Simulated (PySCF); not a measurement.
SMILES [NH2][Ga]([NH2])[NH2] (H₆GaN₃), singlet, PBE0/def2-SVP optimised geometry.

```
10

Ga    -0.22     0.00     0.00
N      1.60     0.00     0.00
H      2.13    -0.82     0.24
H      2.12     0.84     0.23
N     -1.13     1.59     0.00
H     -2.10     1.62    -0.29
H     -0.66     2.45    -0.25
N     -1.14    -1.57    -0.07
H     -2.13    -1.61     0.12
H     -0.69    -2.45     0.17
```

Density from PBE0/def2-TZVP in PySCF at that geometry.

Minimum of the electron density along straight lines between bonded atoms, close to the bond critical point (lines longer than 1.1 times the sum of covalent radii, or with two minima, are not listed):

```
bond    length / Å  ρ at the minimum / e bohr⁻³  ∇²ρ there / e bohr⁻⁵  position (fraction from the first atom)
------  ----------  ---------------------------  --------------------  ---------------------------------------
Ga1–N2       1.821                        0.134                  0.56                                     0.48
N2–H3        1.012                        0.333                 -1.59                                     0.73
N2–H4        1.012                        0.333                 -1.59                                     0.73
Ga1–N5       1.823                        0.134                  0.55                                     0.48
N5–H6        1.013                        0.333                 -1.59                                     0.73
N5–H7        1.013                        0.333                 -1.59                                     0.73
Ga1–N8       1.821                        0.134                  0.56                                     0.48
N8–H9        1.012                        0.333                 -1.59                                     0.73
N8–H10       1.012                        0.333                 -1.59                                     0.73
```
